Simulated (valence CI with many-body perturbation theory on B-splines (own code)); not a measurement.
**Energy levels of Ho26+**

Computed by relativistic CI+MBPT: five valence electrons over a frozen Dirac-Fock core [Kr], radial functions for each j: 7 s, 7 p, 8 d, 6 f, 4 g, 1 h, with the one-electron correlation potential Σ1, the two-electron term Σ2, the three-electron term Σ3, Breit, model QED; selected CI, second order for the rest, scaled by the run's own slope (own B-spline code, finite nucleus).

No measured spectrum was set against this ion. As an estimate, large intervals hold to a few tenths of a per cent, small ones and those within an open d or f shell to about a per cent. Among the levels kept, up to 470 cm⁻¹ of a level comes from second order outside the variational space, and about a tenth of that is noise between levels of different J, which matters for small intervals. Only levels of the ground parity were solved; by the run's estimate the other parity begins above the list, which can be wrong where configurations are misplaced.

Levels 1 to 32 of 32, with energies above the lowest level, (4d3/2^4 4d5/2) J=5/2. "Leading %" is the weight of the configuration and term that name the level; weights of strongly mixed levels are sums over their largest components and can fall short, so below about 35 % the name and the second component can differ from the true leading terms, or belong to a minority configuration. In the jj column 3d3/2^4 stands for four electrons in 3d with j = 3/2.

| No. | Configuration | Term | J | E (cm⁻¹) | Leading % | Leading jj | g | Second component |
| --- | --- | --- | --- | --- | --- | --- | --- | --- |
| 1 | 4d5 | 6S | 5/2 | 0.0 | 33 | 4d3/2^4 4d5/2 (76 %) | 1.547 | 30 % 4d5 4P |
| 2 | 4d5 | 6S | 5/2 | 52966 | 35 | 4d3/2^3 4d5/2^2 (66 %) | 1.258 | 24 % 4d5 2F |
| 3 | 4d5 | 4G | 7/2 | 83754 | 41 | 4d3/2^3 4d5/2^2 (97 %) | 1.151 | 21 % 4d5 4D |
| 4 | 4d5 | 4D | 3/2 | 86724 | 43 | 4d3/2^3 4d5/2^2 (95 %) | 1.242 | 33 % 4d5 4P |
| 5 | 4d5 | 4G | 11/2 | 89879 | 46 | 4d3/2^3 4d5/2^2 (94 %) | 1.140 | 35 % 4d5 2H |
| 6 | 4d5 | 4G | 9/2 | 98295 | 46 | 4d3/2^3 4d5/2^2 (88 %) | 1.153 | 20 % 4d5 4F |
| 7 | 4d5 | 4D | 5/2 | 102180 | 37 | 4d3/2^3 4d5/2^2 (76 %) | 1.138 | 20 % 4d5 4G |
| 8 | 4d5 | 4P | 1/2 | 107260 | 53 | 4d3/2^3 4d5/2^2 (78 %) | 1.810 | 24 % 4d5 4D |
| 9 | 4d5 | 2F | 7/2 | 118530 | 35 | 4d3/2^3 4d5/2^2 (90 %) | 1.111 | 25 % 4d5 4F |
| 10 | 4d5 | 2D | 5/2 | 136670 | 35 | 4d3/2^2 4d5/2^3 (67 %) | 1.229 | 19 % 4d5 4G |
| 11 | 4d5 | 2D | 3/2 | 146980 | 52 | 4d3/2^3 4d5/2^2 (66 %) | 0.789 | 25 % 4d5 4F |
| 12 | 4d5 | 4D | 7/2 | 151110 | 50 | 4d3/2^2 4d5/2^3 (93 %) | 1.215 | 34 % 4d5 4G |
| 13 | 4d5 | 2I | 11/2 | 155490 | 55 | 4d3/2^2 4d5/2^3 (95 %) | 1.070 | 41 % 4d5 4G |
| 14 | 4d5 | 4G | 9/2 | 160590 | 47 | 4d3/2^2 4d5/2^3 (88 %) | 1.147 | 41 % 4d5 2G |
| 15 | 4d5 | 4D | 1/2 | 164140 | 73 | 4d3/2^2 4d5/2^3 (93 %) | 0.634 | 15 % 4d5 4P |
| 16 | 4d5 | 2I | 13/2 | 170000 | 100 | 4d3/2^2 4d5/2^3 (100 %) | 1.074 |  |
| 17 | 4d5 | 4P | 3/2 | 170410 | 52 | 4d3/2^2 4d5/2^3 (92 %) | 1.200 | 32 % 4d5 4F |
| 18 | 4d5 | 2F | 5/2 | 174810 | 41 | 4d3/2^2 4d5/2^3 (90 %) | 1.014 | 24 % 4d5 4D |
| 19 | 4d5 | 2H | 9/2 | 190390 | 52 | 4d3/2^2 4d5/2^3 (99 %) | 1.109 | 47 % 4d5 4F |
| 20 | 4d5 | 2G | 7/2 | 194630 | 61 | 4d3/2^2 4d5/2^3 (98 %) | 0.990 | 33 % 4d5 2F |
| 21 | 4d5 | 4F | 5/2 | 197820 | 58 | 4d3/2^2 4d5/2^3 (93 %) | 1.039 | 22 % 4d5 2D |
| 22 | 4d5 | 2D | 3/2 | 204830 | 87 | 4d3/2^2 4d5/2^3 (67 %) | 0.818 | 6 % 4d5 4F |
| 23 | 4d5 | 2S | 1/2 | 214210 | 45 | 4d3/2^2 4d5/2^3 (63 %) | 1.848 | 29 % 4d5 4P |
| 24 | 4d5 | 2F | 7/2 | 214710 | 44 | 4d3/2^2 4d5/2^3 (86 %) | 1.056 | 39 % 4d5 2G |
| 25 | 4d5 | 4P | 5/2 | 230280 | 35 | 4d3/2 4d5/2^4 (86 %) | 1.234 | 27 % 4d5 2F |
| 26 | 4d5 | 2G | 9/2 | 233330 | 66 | 4d3/2^2 4d5/2^3 (84 %) | 1.103 | 18 % 4d5 2H |
| 27 | 4d5 | 4F | 7/2 | 251300 | 33 | 4d3/2 4d5/2^4 (96 %) | 1.194 | 30 % 4d5 2F |
| 28 | 4d5 | 2H | 11/2 | 258630 | 60 | 4d3/2 4d5/2^4 (97 %) | 1.068 | 26 % 4d5 2I |
| 29 | 4d5 | 2D | 3/2 | 260860 | 50 | 4d3/2 4d5/2^4 (84 %) | 0.910 | 23 % 4d5 4D |
| 30 | 4d5 | 2D | 5/2 | 270600 | 65 | 4d3/2^2 4d5/2^3 (50 %) | 1.133 | 23 % 4d5 2F |
| 31 | 4d5 | 2P | 3/2 | 274290 | 77 | 4d3/2^2 4d5/2^3 (84 %) | 1.208 | 16 % 4d5 2D |
| 32 | 4d5 | 2G | 9/2 | 278140 | 71 | 4d3/2 4d5/2^4 (82 %) | 1.112 | 12 % 4d5 2H |

The ionisation energy to 4d4 3P_0 of the next ion comes out as 930.44 eV (NIST: 929 ± 4 eV (theoretical)). All 32 levels together are meant to be complete up to 285590 cm⁻¹.
